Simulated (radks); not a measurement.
Q: Coherent X-ray form factor from a spherical all-electron density. All-electron calculation, non-relativistic Kohn-Sham, LDA (Slater exchange, Perdew-Wang correlation), spin-polarised, spherical densities, point nucleus. Program: a radial shooting solver on a logarithmic mesh with Libxc functionals.

sin(theta)/lambda (1/angstrom)  f0 (electrons)
0.05                                    61.354
0.1                                     59.528
0.15                                    56.811
0.2                                     53.574
0.25                                    50.166
0.3                                     46.842
0.4                                     40.925
0.5                                     36.064
0.6                                     31.999
0.8                                     25.529
1                                       20.961
1.25                                    17.373
1.5                                     15.068
2                                       11.439

The species is in the configuration that NIST lists as its ground one. Which atom or ion scatters so?

A: The terbium ion Tb3+, [Xe] 4f(up 7, down 1). Extrapolating in s^2 from the first two rows gives f0(0) = 62.0, near the electron count 62; among species with that count, the fall with angle is slower the higher Z, and the table is that of Z = 65; from so few rows the species is fixed only to a neighbour or two.
